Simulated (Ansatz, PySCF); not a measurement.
Energy difference 2 R1 + R2 → P1 + P2 + P3, each structure at its B3LYP-D3(BJ)/def2-TZVP stationary point, reached from a drawn start (curvature not checked).
P1, CH4 (SMILES C) (charge 0, multiplicity 1, Z-matrix in Å and degrees):
```
C
H 1 1.0893
H 1 1.0893 2 109.47
H 1 1.0893 2 109.47 3 -120.00
H 1 1.0893 2 109.47 3 120.00
```
R1: H2 (SMILES [H][H]), charge 0, multiplicity 1.
P2, HCl (SMILES Cl) (charge 0, multiplicity 1):
```xyz
2

Cl     0.0000     0.0000     0.6410
H      0.0000     0.0000    -0.6410
```
P3: SiH4 (SMILES [SiH4]), charge 0, multiplicity 1.
R2: CH5ClSi (SMILES C[SiH2]Cl), charge 0, multiplicity 1.

P less R. No zero-point or thermal terms.

Correlated levels freeze the cores. CBS(a, b) extrapolates the correlation energy as X⁻³ and adds the Hartree–Fock energy of set b.

Run with Ansatz (Gaussian basis) for Hartree–Fock, density functionals and correlated methods; PySCF for M06-2X. No computed number here is a measurement.

**Question.** Give the reaction energy at the level HF/cc-pV(D+d)Z.

**Answer.** 0.8 kcal/mol

**Question.** Predict the reaction energy from M06-2X/def2-TZVPP.

**Answer.** 15.3 kcal/mol

**Question.** What reaction energy does MP2/CBS(cc-pV(T+d)Z, cc-pV(Q+d)Z) give?

**Answer.** 16.7 kcal/mol

Ansatz is a first-principles code.
